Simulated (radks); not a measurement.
The mean radii <r> (bohr) of the occupied orbitals of an atom or ion are listed with their occupations. Calculated with a radial shooting solver on a logarithmic mesh with Libxc functionals: Dirac Kohn-Sham, PW91, spin-unpolarised, spherical densities, finite nucleus; Fermi nuclear charge, rms radius of each element as measured or else 0.836 A^(1/3) + 0.57 fm.

| orbital | occ. | <r> |
|---|---|---|
| 1s1/2 | 2 | 0.04549 |
| 2s1/2 | 2 | 0.2025 |
| 2p1/2 | 2 | 0.1746 |
| 2p3/2 | 4 | 0.1783 |
| 3s1/2 | 2 | 0.5981 |
| 3p1/2 | 2 | 0.6097 |
| 3p3/2 | 4 | 0.6203 |
| 3d3/2 | 4 | 0.6725 |
| 3d5/2 | 6 | 0.6771 |
| 4s1/2 | 2 | 1.805 |
| 4p1/2 | 0.333333 | 2.124 |
| 4p3/2 | 0.666667 | 2.155 |

Name the element and its charge. Open shells, if any, are shared by 2j + 1.

Answer. Z = 33, arsenic, charge +2: As2+ in [Ar] 3d10 4s2 4p1. The 1s radius gives Z: for a bare nucleus <r> = (2 gamma + 1)/(2Z) with gamma = sqrt(1 - (Z/c)^2), 0.04456 bohr for Z = 33, and screening makes it slightly larger (0.04549 here). The occupations add up to 31, and the charge is Z minus that.
